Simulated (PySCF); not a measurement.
Electron correlation in K(3+) (potassium, charge +3)

[Ne] 3s2 3p4, high-spin 3P determinant. Computed with PySCF 2.14 in cc-pVTZ-X2C (6s5p3d1f, 43 functions), with scalar relativity by spin-free X2C-1e. Frozen: [Ne] 3s2; 4 electrons correlated.

Total MP2 correlation energy: -22.50 mhartree.

Same-spin part -9.31 and opposite-spin part -13.19 mhartree; SCS-MP2 scales them by 1/3 and 6/5 to -18.93 mhartree.

| level | correlation energy (mhartree) |
| --- | --- |
| CCSD | -27.53 |
| (T) | -0.02 |
| CCSD(T) | -27.55 |

Diagnostics: T1 = 0.00077, D1 = 0.0013, largest double amplitude 0.037.

Problem. Is a single reference adequate?

Solution. Yes: T1 lies below 0.03 and no double amplitude reaches 0.07.
